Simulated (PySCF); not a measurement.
C2H5F3Si (SMILES CC[Si](F)(F)F), singlet, at a GFN2-xTB geometry; PySCF with DF-PBE/pcseg-2.

Input for PySCF:
```python
from pyscf import gto, scf, dft

mol = gto.Mole()
mol.atom = '''
    C    -2.39853544    0.16159554    0.39520225
    C    -1.26781671   -0.84586386    0.15714653
    Si    0.41408398   -0.04278190   -0.06905492
    F     0.50041005    0.96162273   -1.29585801
    F     1.60108074   -1.06872139   -0.31719968
    F     0.89747669    0.82459899    1.17002075
    H    -2.20987375    0.74796252    1.29086337
    H    -2.48949679    0.84445764   -0.44566259
    H    -3.34578213   -0.35830975    0.51884203
    H    -1.23370359   -1.54135969    0.99875415
    H    -1.51091392   -1.44569717   -0.72278828
'''
mol.basis = 'pcseg-2'
mol.verbose = 4
mol.max_memory = 1800
mol.build()

mf = dft.RKS(mol)
mf.xc = 'pbe'
mf = mf.density_fit(auxbasis='def2-universal-jkfit')
mf.kernel()
```

What the program printed (banner, timings and long lists left out):

```
PySCF version 2.14.0

[INPUT] verbose = 4
[INPUT] num. atoms = 11
[INPUT] num. electrons = 58
[INPUT] charge = 0
[INPUT] spin (= nelec alpha-beta = 2S) = 0
[INPUT] symmetry False subgroup None
[INPUT] Mole.unit = angstrom
[INPUT] Symbol           X                Y                Z      unit          X                Y                Z       unit  Magmom
[INPUT]  1 C     -2.398535440000   0.161595540000   0.395202250000 AA   -4.532575081663   0.305371313551   0.746824016312 Bohr   0.0
[INPUT]  2 C     -1.267816710000  -0.845863860000   0.157146530000 AA   -2.395826358047  -1.598451034067   0.296963903126 Bohr   0.0
[INPUT]  3 Si     0.414083980000  -0.042781900000  -0.069054920000 AA    0.782505314770  -0.080846074089  -0.130494886354 Bohr   0.0
[INPUT]  4 F      0.500410050000   0.961622730000  -1.295858010000 AA    0.945637944480   1.817203594857  -2.448816735224 Bohr   0.0
[INPUT]  5 F      1.601080740000  -1.068721390000  -0.317199680000 AA    3.025604101916  -2.019590730564  -0.599420522000 Bohr   0.0
[INPUT]  6 F      0.897476690000   0.824598990000   1.170020750000 AA    1.695985147281   1.558266253693   2.211018777558 Bohr   0.0
[INPUT]  7 H     -2.209873750000   0.747962520000   1.290863370000 AA   -4.176056157366   1.413444314240   2.439378233533 Bohr   0.0
[INPUT]  8 H     -2.489496790000   0.844457640000  -0.445662590000 AA   -4.704467121084   1.595793663397  -0.842180239064 Bohr   0.0
[INPUT]  9 H     -3.345782130000  -0.358309750000   0.518842030000 AA   -6.322611898164  -0.677107295261   0.980469338613 Bohr   0.0
[INPUT] 10 H     -1.233703590000  -1.541359690000   0.998754150000 AA   -2.331361903993  -2.912747673545   1.887371809273 Bohr   0.0
[INPUT] 11 H     -1.510913920000  -1.445697170000  -0.722788280000 AA   -2.855213506593  -2.731971710359  -1.365871895245 Bohr   0.0

nuclear repulsion = 338.008737707579
number of shells = 39
number of NR pGTOs = 380
number of NR cGTOs = 254
basis = pcseg-2
ecp = {}

******** <class 'pyscf.df.df_jk.DFRKS'> ********
method = DFRKS
initial guess = minao
damping factor = 0
level_shift factor = 0
DIIS = <class 'pyscf.scf.diis.CDIIS'>
diis_start_cycle = 1
diis_space = 8
diis_damp = 0
SCF conv_tol = 1e-09
SCF conv_tol_grad = None
SCF max_cycles = 50
direct_scf = False
XC library pyscf.dft.libxc version 7.1.2
    S. Lehtola, C. Steigemann, M. J. T. Oliveira, and M. A. L. Marques,  SoftwareX 7, 1–5 (2018)
XC functionals = pbe
    J. P. Perdew, K. Burke, and M. Ernzerhof,  Phys. Rev. Lett. 77, 3865 (1996)
    J. P. Perdew, K. Burke, and M. Ernzerhof,  Phys. Rev. Lett. 78, 1396 (1997)
    J. P. Perdew, K. Burke, and M. Ernzerhof,  Phys. Rev. Lett. 77, 3865 (1996)
    J. P. Perdew, K. Burke, and M. Ernzerhof,  Phys. Rev. Lett. 78, 1396 (1997)
radial grids:
    Treutler-Ahlrichs [JCP 102, 346 (1995); DOI:10.1063/1.469408] (M4) radial grids

becke partition: Becke, JCP 88, 2547 (1988); DOI:10.1063/1.454033
pruning grids: <function nwchem_prune>
grids dens level: 3
symmetrized grids: False
atomic radii adjust function: <function treutler_atomic_radii_adjust>
small_rho_cutoff = 0
Set gradient conv threshold to 3.16228e-05
Initial guess from minao.
tot grids = 139248
init E= -668.409715145691
  HOMO = -0.363018365869584  LUMO = -0.0419377790588538  gap/eV = 8.73705
cycle= 1 E= -667.929541730903  delta_E= 0.48  |g|= 1.01  |ddm|= 2.64
  HOMO = -0.229037164184968  LUMO = -0.000736236839856019  gap/eV = 6.21238
cycle= 2 E= -667.516099884744  delta_E= 0.413  |g|= 1.92  |ddm|= 1.65
  HOMO = -0.292946179779266  LUMO = -0.0164729751649944  gap/eV = 7.52322
cycle= 3 E= -668.098449398669  delta_E= -0.582  |g|= 0.143  |ddm|= 1.11
  HOMO = -0.30958154110283  LUMO = -0.0222213894473402  gap/eV = 7.81947
cycle= 4 E= -668.10235748714  delta_E= -0.00391  |g|= 0.0596  |ddm|= 0.138
  HOMO = -0.305407477448883  LUMO = -0.0208029053477432  gap/eV = 7.74448
cycle= 5 E= -668.103193609113  delta_E= -0.000836  |g|= 0.008  |ddm|= 0.0421
  HOMO = -0.305125762343897  LUMO = -0.0207447738218143  gap/eV = 7.73840
cycle= 6 E= -668.103207634935  delta_E= -1.4e-05  |g|= 0.0018  |ddm|= 0.00635
  HOMO = -0.305167626011958  LUMO = -0.020761165420609  gap/eV = 7.73909
cycle= 7 E= -668.103208086676  delta_E= -4.52e-07  |g|= 0.000821  |ddm|= 0.00135
  HOMO = -0.305163204924616  LUMO = -0.0207538952960231  gap/eV = 7.73917
cycle= 8 E= -668.103208194689  delta_E= -1.08e-07  |g|= 0.000255  |ddm|= 0.000564
  HOMO = -0.305160692978978  LUMO = -0.0207551148724647  gap/eV = 7.73907
cycle= 9 E= -668.103208203888  delta_E= -9.2e-09  |g|= 8.26e-05  |ddm|= 0.000186
  HOMO = -0.305162450459225  LUMO = -0.0207563283612657  gap/eV = 7.73908
cycle= 10 E= -668.103208205188  delta_E= -1.3e-09  |g|= 1.85e-05  |ddm|= 5.86e-05
  HOMO = -0.305164305092374  LUMO = -0.0207569812752251  gap/eV = 7.73912
cycle= 11 E= -668.10320820526  delta_E= -7.15e-11  |g|= 7.53e-06  |ddm|= 2.03e-05
  HOMO = -0.305163005443317  LUMO = -0.0207564461024994  gap/eV = 7.73910
Extra cycle  E= -668.103208205252  delta_E= 7.84e-12  |g|= 1.04e-05  |ddm|= 1.36e-05
converged SCF energy = -668.103208205252
```
